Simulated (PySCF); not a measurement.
# Computed spin Hamiltonian

Species: C7H8Si (triplet state).
Cartesian coordinates in Å at the GFN2-xTB level; atoms count from 1:
```
atom  x, y, z in Å
Si1    3.2419   -0.2076   -0.0499
C2     1.4715   -0.6172   -0.1394
C3     0.1545   -0.2918   -0.0661
C4    -0.8680   -1.2621   -0.2825
C5    -2.1942   -0.9210   -0.2052
C6    -2.5769    0.3851    0.0860
C7    -1.6014    1.3553    0.3020
C8    -0.2692    1.0413    0.2315
H9     3.5386    1.0619   -0.7333
H10    3.9917   -1.2856   -0.7031
H11    3.6522   -0.1022    1.3565
H12   -0.5693   -2.2746   -0.5086
H13   -2.9510   -1.6742   -0.3722
H14   -3.6227    0.6443    0.1450
H15   -1.8975    2.3699    0.5288
H16    0.4922    1.7876    0.3993
```

The hyperfine couplings belong to this conformer and change with its torsions.

Identity: `[SiH3][C]c1ccccc1` [triplet].

Method: UKS B3LYP, pcH-1 on C H Si, non-relativistic, mean-field spin-orbit, GIAO (PySCF). The structure is a single GFN2-xTB conformer in the gas phase; no vibrational or solvent corrections. This triplet need not be the ground state; the singlet was not compared here. Couplings are sensitive to structure, and on GFN2-xTB geometries they can be far from those on DFT ones. Stability of the SCF solution: not tested.

```json
{
 "g1, g2, g3": "2.00224, 2.00230, 2.00254",
 "g_iso": "2.00236",
 "Form of g": "rhombic: the two nearest values differ by 21 % of g3 − g1",
 "⟨S²⟩": "2.0373 (exact 2.0000)",
 "HOMO–LUMO gap, α and β orbitals": "4.87, 4.54 eV"
}
```

Hyperfine couplings atom by atom, in MHz; T1 to T3 are the principal values of the dipolar part:

| atom | isotope | a_iso | of which spin–orbit | T1 | T2 | T3 | Mulliken spin population |
| --- | --- | --- | --- | --- | --- | --- | --- |
| Si1 | 29Si | 17.8 | 0.0 | -2.7 | 0.7 | 2.1 | -0.04 |
| C2 | 13C | 109.6 | -0.1 | -65.2 | 17.6 | 47.6 | 1.63 |
| C3 | 13C | -29.7 | 0.0 | -13.5 | 4.1 | 9.4 | -0.27 |
| C4 | 13C | 42.0 | 0.0 | -11.3 | -5.9 | 17.2 | 0.28 |
| C5 | 13C | -7.8 | 0.0 | -8.6 | 3.5 | 5.1 | -0.13 |
| C6 | 13C | 12.6 | 0.0 | -11.3 | -10.1 | 21.4 | 0.29 |
| C7 | 13C | -5.3 | 0.0 | -8.8 | 3.3 | 5.5 | -0.13 |
| C8 | 13C | 47.8 | 0.0 | -11.8 | -4.8 | 16.6 | 0.29 |
| H9 | 1H | 46.9 | 0.0 | -2.8 | -1.7 | 4.6 | 0.05 |
| H10 | 1H | 28.0 | 0.0 | -3.0 | -2.3 | 5.3 | 0.03 |
| H11 | 1H | 35.9 | 0.0 | -2.9 | -2.0 | 4.9 | 0.04 |
| H12 | 1H | -9.2 | 0.0 | -3.9 | -1.4 | 5.3 | -0.01 |
| H13 | 1H | 4.7 | 0.0 | -1.7 | -0.3 | 2.0 | 0.01 |
| H14 | 1H | -9.3 | 0.0 | -5.7 | -0.4 | 6.1 | -0.01 |
| H15 | 1H | 6.1 | 0.0 | -1.7 | -0.2 | 1.9 | 0.01 |
| H16 | 1H | -9.3 | 0.0 | -3.7 | -2.1 | 5.8 | -0.01 |

The largest Mulliken spin populations are on C2 (+1.63), C8 (+0.29), C6 (+0.29) and C4 (+0.28). Four atoms exceed +0.15. The positive populations add up to 2.62 and the negative ones to -0.62, together 2S = 2.

The 13C coupling of C2 (109.6 MHz) shows only in satellite lines or after enrichment, since that isotope makes up about 1.07 % of natural carbon.

The 29Si coupling of Si1 (17.8 MHz) shows only in satellite lines or after enrichment, since that isotope makes up about 4.7 % of natural silicon.

On an Arm Neoverse V1 with one thread, on a shared host, this took 2.5 min wall (grids of density and orbitals included) and 0.97 GiB of memory at its peak.
